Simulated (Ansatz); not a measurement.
Ansatz (a first-principles code) input (B3LYP/6-31G* with LANL2DZ past Ar): The .json file joins the Basis Set Exchange's 6-31G* for atoms up to Ar and LANL2DZ past it.

Ansatz 0.2 input:
```yaml
crystal:
  periodic: [false, false, false]
  atoms:
    - {symbol: In, position_ang: [-0.00000000, -0.00000000, -1.92984522]}
    - {symbol: O, position_ang: [0.00000000, 0.00000000, 0.00000000]}
    - {symbol: In, position_ang: [0.00000000, 0.00000000, 1.92984522]}
basis:
  gaussian:
    orbitals: 6-31Gs+LANL2DZ.json
hamiltonian:
  xc: {name: B3LYP}
phonons: {temperatures: {t_min: 298.15, t_max: 298.15, t_step: 100}}
```

Output:

```
Functional definition: B3LYP
integrals: 0.01 GiB planned
410 factors; integrals over basis functions are off by at most 1.2e-4 eV
mean field: 0.08 GiB planned
mean field evaluation 1: about -2140.5519 eV, gradient 7.3e1 eV
mean field evaluation 2: about -1966.2163 eV, gradient 1.7e2 eV
mean field evaluation 4: about -2151.3796 eV, gradient 3.2e0 eV
mean field evaluation 8: about -2151.4312 eV, gradient 2.0e-2 eV
mean field -2151.43123299 eV, -79.0636395198 hartree, gradient 5.2e-6 eV, S^2 0.000000; 0 other end points of the search recorded, 0 dependent functions left out
the calculation of the forces begins
reference -2151.43142984 eV, -79.0636467539 hartree; 7, 7 occupied and 24, 24 virtual orbitals, 410 factors
these checks for a lower state are left out or cut short: stability, starts, cluster_reference, orbital_swaps, neighbouring_geometries, increment
integrals: 0.01 GiB planned
410 factors; integrals over basis functions are off by at most 1.2e-4 eV
mean field: 0.08 GiB planned
mean field evaluation 16: about -2151.4362 eV, gradient 7.6e-2 eV
mean field -2151.43123273 eV, -79.0636395102 hartree, gradient 5.6e-7 eV, S^2 0.000000; 0 other end points of the search recorded, 0 dependent functions left out
the calculation of the forces begins
reference -2151.43142957 eV, -79.0636467443 hartree; 7, 7 occupied and 24, 24 virtual orbitals, 410 factors
these checks for a lower state are left out or cut short: stability, starts, cluster_reference, orbital_swaps, neighbouring_geometries, increment
integrals: 0.01 GiB planned
410 factors; integrals over basis functions are off by at most 1.2e-4 eV
mean field: 0.08 GiB planned
mean field -2151.43123273 eV, -79.0636395102 hartree, gradient 5.6e-7 eV, S^2 0.000000; 0 other end points of the search recorded, 0 dependent functions left out
the calculation of the forces begins
reference -2151.43142957 eV, -79.0636467443 hartree; 7, 7 occupied and 24, 24 virtual orbitals, 410 factors
these checks for a lower state are left out or cut short: stability, starts, cluster_reference, orbital_swaps, neighbouring_geometries, increment
integrals: 0.01 GiB planned
410 factors; integrals over basis functions are off by at most 1.2e-4 eV
mean field: 0.08 GiB planned
mean field evaluation 32: about -2151.4312 eV, gradient 2.3e-5 eV
mean field -2151.43123273 eV, -79.0636395102 hartree, gradient 5.6e-7 eV, S^2 0.000000; 0 other end points of the search recorded, 0 dependent functions left out
the calculation of the forces begins
reference -2151.43142957 eV, -79.0636467443 hartree; 7, 7 occupied and 24, 24 virtual orbitals, 410 factors
these checks for a lower state are left out or cut short: stability, starts, cluster_reference, orbital_swaps, neighbouring_geometries, increment
integrals: 0.01 GiB planned
410 factors; integrals over basis functions are off by at most 1.2e-4 eV
mean field: 0.08 GiB planned
mean field -2151.43123273 eV, -79.0636395102 hartree, gradient 5.6e-7 eV, S^2 0.000000; 0 other end points of the search recorded, 0 dependent functions left out
the calculation of the forces begins
reference -2151.43142957 eV, -79.0636467443 hartree; 7, 7 occupied and 24, 24 virtual orbitals, 410 factors
these checks for a lower state are left out or cut short: stability, starts, cluster_reference, orbital_swaps, neighbouring_geometries, increment
integrals: 0.01 GiB planned
410 factors; integrals over basis functions are off by at most 1.2e-4 eV
mean field: 0.08 GiB planned
mean field -2151.43118266 eV, -79.0636376703 hartree, gradient 1.0e-6 eV, S^2 0.000000; 0 other end points of the search recorded, 0 dependent functions left out
the calculation of the forces begins
reference -2151.43137950 eV, -79.0636449041 hartree; 7, 7 occupied and 24, 24 virtual orbitals, 410 factors
these checks for a lower state are left out or cut short: stability, starts, cluster_reference, orbital_swaps, neighbouring_geometries, increment
integrals: 0.01 GiB planned
410 factors; integrals over basis functions are off by at most 1.2e-4 eV
mean field: 0.08 GiB planned
mean field -2151.43118304 eV, -79.0636376842 hartree, gradient 1.6e-6 eV, S^2 0.000000; 0 other end points of the search recorded, 0 dependent functions left out
the calculation of the forces begins
reference -2151.43137989 eV, -79.0636449184 hartree; 7, 7 occupied and 24, 24 virtual orbitals, 410 factors
these checks for a lower state are left out or cut short: stability, starts, cluster_reference, orbital_swaps, neighbouring_geometries, increment
integrals: 0.01 GiB planned
410 factors; integrals over basis functions are off by at most 1.2e-4 eV
mean field: 0.08 GiB planned
mean field evaluation 64: about -2151.4312 eV, gradient 1.2e-6 eV
mean field -2151.43123194 eV, -79.0636394815 hartree, gradient 1.2e-6 eV, S^2 0.000000; 0 other end points of the search recorded, 0 dependent functions left out
the calculation of the forces begins
reference -2151.43142879 eV, -79.0636467155 hartree; 7, 7 occupied and 24, 24 virtual orbitals, 410 factors
these checks for a lower state are left out or cut short: stability, starts, cluster_reference, orbital_swaps, neighbouring_geometries, increment
integrals: 0.01 GiB planned
410 factors; integrals over basis functions are off by at most 1.2e-4 eV
mean field: 0.08 GiB planned
mean field -2151.43123194 eV, -79.0636394815 hartree, gradient 1.2e-6 eV, S^2 0.000000; 0 other end points of the search recorded, 0 dependent functions left out
the calculation of the forces begins
reference -2151.43142879 eV, -79.0636467155 hartree; 7, 7 occupied and 24, 24 virtual orbitals, 410 factors
these checks for a lower state are left out or cut short: stability, starts, cluster_reference, orbital_swaps, neighbouring_geometries, increment
integrals: 0.01 GiB planned
410 factors; integrals over basis functions are off by at most 1.2e-4 eV
mean field: 0.08 GiB planned
mean field -2151.43123194 eV, -79.0636394815 hartree, gradient 1.2e-6 eV, S^2 0.000000; 0 other end points of the search recorded, 0 dependent functions left out
the calculation of the forces begins
reference -2151.43142879 eV, -79.0636467155 hartree; 7, 7 occupied and 24, 24 virtual orbitals, 410 factors
these checks for a lower state are left out or cut short: stability, starts, cluster_reference, orbital_swaps, neighbouring_geometries, increment
integrals: 0.01 GiB planned
410 factors; integrals over basis functions are off by at most 1.2e-4 eV
mean field: 0.08 GiB planned
mean field -2151.43123194 eV, -79.0636394815 hartree, gradient 1.2e-6 eV, S^2 0.000000; 0 other end points of the search recorded, 0 dependent functions left out
the calculation of the forces begins
reference -2151.43142879 eV, -79.0636467155 hartree; 7, 7 occupied and 24, 24 virtual orbitals, 410 factors
these checks for a lower state are left out or cut short: stability, starts, cluster_reference, orbital_swaps, neighbouring_geometries, increment
integrals: 0.01 GiB planned
410 factors; integrals over basis functions are off by at most 1.2e-4 eV
mean field: 0.08 GiB planned
mean field -2151.43114118 eV, -79.0636361460 hartree, gradient 2.6e-6 eV, S^2 0.000000; 0 other end points of the search recorded, 0 dependent functions left out
the calculation of the forces begins
reference -2151.43133803 eV, -79.0636433800 hartree; 7, 7 occupied and 24, 24 virtual orbitals, 410 factors
these checks for a lower state are left out or cut short: stability, starts, cluster_reference, orbital_swaps, neighbouring_geometries, increment
integrals: 0.01 GiB planned
410 factors; integrals over basis functions are off by at most 1.2e-4 eV
mean field: 0.08 GiB planned
mean field evaluation 96: about -2151.4311 eV, gradient 1.4e-4 eV
mean field -2151.43114118 eV, -79.0636361460 hartree, gradient 2.6e-6 eV, S^2 0.000000; 0 other end points of the search recorded, 0 dependent functions left out
the calculation of the forces begins
reference -2151.43133803 eV, -79.0636433800 hartree; 7, 7 occupied and 24, 24 virtual orbitals, 410 factors
Total energy: -2151.43142984 eV, -79.0636467539 hartree
Atom 0 at    -0.000000    -0.000000    -1.929845 Å, force     0.000000    -0.000000    -0.000002 eV/Å
Atom 1 at     0.000000     0.000000     0.000000 Å, force    -0.000000     0.000000     0.000000 eV/Å
Atom 2 at     0.000000     0.000000     1.929845 Å, force     0.000000    -0.000000     0.000002 eV/Å
Dipole moment:    -0.000000    -0.000000     0.000000 e Å
Vibrations: 77.91 77.91 203.00 730.84 cm⁻¹, zero-point energy 0.067550 eV
```

The blocks after the first are displaced geometries, from whose forces the wavenumbers follow.
